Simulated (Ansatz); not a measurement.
One change: `O[SiH2]S[SiH3]` becomes `C[SiH2]S[SiH3]`.

Ansatz, PBE0-D4/def2-TZVP geometries, multiplicity 1. Each molecule was computed in one conformer, which needn't be the lowest.

```csv
property,`O[SiH2]S[SiH3]`
HOMO–LUMO gap (PBE0/def2-TZVPP) / eV,7.62
LUMO energy (ωB97M-V/def2-TZVPP) / eV,1.63
size of the dipole moment (ωB97M-V/def2-TZVPP) / D,0.92
size of the dipole moment (PBE/def2-TZVPP) / D,0.93
HOMO–LUMO gap (PBE/def2-TZVPP) / eV,5.55
LUMO energy (PBE0/def2-TZVPP) / eV,-0.02
```

Problem. What does the change do to each property? (An estimate is asked.)

Solution. Computed: 
| property | `C[SiH2]S[SiH3]` | shift |
| --- | --- | --- |
| HOMO–LUMO gap (PBE0/def2-TZVPP) / eV | 7.47 | -0.15 |
| LUMO energy (ωB97M-V/def2-TZVPP) / eV | 1.83 | 0.20 |
| size of the dipole moment (ωB97M-V/def2-TZVPP) / D | 1.06 | 0.14 |
| size of the dipole moment (PBE/def2-TZVPP) / D | 1.08 | 0.15 |
| HOMO–LUMO gap (PBE/def2-TZVPP) / eV | 5.44 | -0.11 |
| LUMO energy (PBE0/def2-TZVPP) / eV | 0.11 | 0.13 |

With PBE0 the HOMO rises by 0.28 eV and the LUMO rises by 0.13 eV, so the gap narrows by about 0.15 eV. PBE moves the HOMO by 0.26 eV and ωB97M-V by 0.27 eV. Dipoles are sizes alone; their direction can turn.
